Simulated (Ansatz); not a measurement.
C5H8O2, charge +1, doublet, at a GFN2-xTB geometry (a state made from the parent by changing its charge; the spin is typed, not shown lowest). Base run: PBE0/STO-3G (Ansatz, a first-principles code).

Input for Ansatz:
Ansatz 0.2 input:
```yaml
crystal:
  periodic: [false, false, false]
  atoms:
    - {symbol: C, position_ang: [2.60263946, -0.12871509, 0.10231934]}
    - {symbol: C, position_ang: [1.12438535, -0.41689259, 0.23520069]}
    - {symbol: O, position_ang: [0.72569297, -1.52472590, 0.51452611]}
    - {symbol: C, position_ang: [0.26971872, 0.70828685, -0.05556608]}
    - {symbol: C, position_ang: [-1.09787445, 0.53360203, -0.21830131]}
    - {symbol: C, position_ang: [-1.72617370, -0.79720715, -0.19539079]}
    - {symbol: O, position_ang: [-1.91609328, 1.54068039, -0.31575024]}
    - {symbol: H, position_ang: [2.82010427, 0.42035845, -0.81068512]}
    - {symbol: H, position_ang: [2.88057023, 0.48928791, 0.95867353]}
    - {symbol: H, position_ang: [3.15884412, -1.06296176, 0.12574651]}
    - {symbol: H, position_ang: [0.72626747, 1.67934407, -0.17682735]}
    - {symbol: H, position_ang: [-2.76827607, -0.73172001, 0.11221915]}
    - {symbol: H, position_ang: [-1.66634298, -1.27748671, -1.17545797]}
    - {symbol: H, position_ang: [-1.15141565, -1.46450507, 0.47531935]}
    - {symbol: H, position_ang: [-1.51272102, 2.42560309, -0.30876618]}
basis:
  gaussian:
    orbitals: STO-3G
hamiltonian:
  xc: pbe0
total_charge: 1
magnetization: {spin_polarized: true, initial_magnetization: 1}
```

The bond that is stretched is that between atoms 14 and 6. A test that says stable can miss a lower solution.

Each row names what was changed in the base input (with any setting that the change needs).

```csv
change,ΔE vs base (mEh),<S^2>,stability test says
base,0.000,0.760,minimum
spin_polarized = on; lower_state_search = off,0.000,0.760,undecided (no full test)
spin_polarized = on; lower_state_search = standard,0.000,0.760,minimum
bond × 1.25,33.188,0.763,minimum
spin_polarized = on; lower_state_search = off; bond × 1.25,33.188,0.763,undecided (no full test)
spin_polarized = on; lower_state_search = standard; bond × 1.25,33.188,0.763,minimum
bond × 1.5,85.948,0.772,minimum
spin_polarized = on; lower_state_search = off; bond × 1.5,85.948,0.772,undecided (no full test)
spin_polarized = on; lower_state_search = standard; bond × 1.5,85.948,0.772,minimum
bond × 1.8,134.6,0.831,minimum
spin_polarized = on; lower_state_search = off; bond × 1.8,134.6,0.831,undecided (no full test)
spin_polarized = on; lower_state_search = standard; bond × 1.8,134.6,0.831,minimum
bond × 2.2,177.3,1.012,minimum
spin_polarized = on; lower_state_search = off; bond × 2.2,177.3,1.012,undecided (no full test)
spin_polarized = on; lower_state_search = standard; bond × 2.2,177.3,1.012,minimum
bond × 3.0,218.2,1.552,minimum
spin_polarized = on; lower_state_search = off; bond × 3.0,218.6,1.499,undecided (no full test)
spin_polarized = on; lower_state_search = standard; bond × 3.0,218.2,1.552,minimum
```

On stretching, the SCF can end on different states; <S^2> shows the spin contamination of each.
